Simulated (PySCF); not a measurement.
## Which enantiomer?

Theory: TDDFT B3LYP/def2-SVPD circular dichroism and optical rotation, one conformer, gas phase in PySCF 2.14.0. Geometry: GFN2-xTB.

States above about 7.7 eV lie in this functional's continuum (it starts at minus the energy of the highest occupied orbital, well below the true ionisation energy for most functionals) and depend on the basis.

Values for one enantiomer of C4H8OSi2, R in 10⁻⁴⁰ esu² cm² (velocity form):
```
λ (nm)      f      R
   224  0.025  +62.9
   220  0.002   -2.9
   208  0.012  -18.3
   202  0.005   -0.1
   199  0.005   -5.7
   189  0.003   +0.5
   186  0.007   -6.5
   185  0.036   +5.4
   172  0.005   +7.0
   171  0.016  -11.2
   169  0.076  -45.6
   166  0.019  +43.7
   165  0.033  +10.5
   161  0.057   +3.5
   160  0.012  -35.3
   160  0.012   +0.4
```

[α] at 589.3 nm: +223 deg dm⁻¹ (g/mL)⁻¹ (origin-invariant length gauge).

(1) Which structure gives these signs?
A. C#C[Si@@H]1OC[C@@H]1[SiH3]
B. C#C[Si@H]1OC[C@H]1[SiH3]

Answers

(1) A. Its CIP labels in SMILES order are S, R; the other enantiomer gives every sign reversed.

Geometry of C#C[Si@@H]1OC[C@@H]1[SiH3] as run:
```xyz
15

C     3.262    0.035   -0.242
C     2.209   -0.394    0.149
Si    0.606   -1.080    0.760
O    -0.220   -1.963   -0.376
C    -1.352   -1.099   -0.471
C    -0.951    0.007    0.513
Si   -0.818    1.739   -0.230
H     4.181    0.414   -0.587
H     0.771   -1.803    2.017
H    -1.459   -0.770   -1.507
H    -2.249   -1.651   -0.183
H    -1.603    0.018    1.386
H    -0.362    2.660    0.814
H    -2.141    2.152   -0.714
H     0.122    1.744   -1.351
```
